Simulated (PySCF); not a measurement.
C₄H₅FN₂S.
SMILES: `CC1=NC(CF)=NS1`

Theory: TDDFT wB97X-D/def2-SVPD, vertical, gas phase, core orbitals frozen in the response (PySCF 2.14.0, density-fitted response routines). The structure is a single GFN2-xTB conformer in the gas phase; no vibrational or solvent corrections. Torsions of this conformer, `[CH3:1][c:2]1[n:3][c:4]([CH2:5][F:6])[n:7][s:8]1`: N3–C4–C5–F6 -87°.

Q: Predict the UV-vis stick spectrum at this level.

A: 

```
state  E (eV)  λ (nm)       f     main configurations (H = HOMO, L = LUMO)
   S1    5.27   235.1  0.0010                                  H-1→L (97%)
   S2    5.74   215.9   0.096                                    H→L (91%)
   S3    5.94   208.8  0.0019                     H-2→L (81%), H→L+1 (11%)
   S4    6.14   201.9  0.0004                     H→L+1 (77%), H-2→L (12%)
   S5    6.60   187.8   0.044                                  H-3→L (82%)
   S6    7.10   174.6  0.0063  H-1→L+2 (30%), H-1→L+3 (28%), H-1→L+1 (27%)
   S7    7.16   173.1  0.0099  H-1→L+1 (44%), H-1→L+3 (32%), H-2→L+1 (12%)
   S8    7.51   165.0  0.0094                                H-3→L+1 (80%)
```

Triplets, Tamm–Dancoff:

| state | E (eV) | λ (nm) | main configurations (H = HOMO, L = LUMO) |
| --- | --- | --- | --- |
| T1 | 3.99 | 310.6 | H→L (92%) |
| T2 | 4.90 | 252.9 | H-1→L (85%), H-2→L (9%) |
| T3 | 5.29 | 234.6 | H-3→L (90%) |

The lowest singlet lies at 5.27 eV (235 nm, ultraviolet) and is very weak; its leading configuration is HOMO-1→LUMO (97%). The strongest level in the table is S2 at 5.74 eV (216 nm, f = 0.096). Löwdin shares by element: HOMO sulfur 34%, carbon 33% or more, nitrogen 18% or more (atoms not listed hold the other 15%); LUMO carbon 34% or more, sulfur 23%, nitrogen 20% or more (atoms not listed hold the other 23%). Weighted by f, the mean energy of these states is 6.20 eV. Orbital energies (eV): HOMO-3 -10.97, HOMO-2 -10.94, HOMO-1 -10.36, HOMO -9.76, LUMO 0.21, LUMO+1 1.41, LUMO+2 2.08. Of the 8 states listed, 2 reach f = 0.01 and 1 stays under 0.0005. Only the lowest 8 singlets were computed, as vertical energies without vibronic structure.
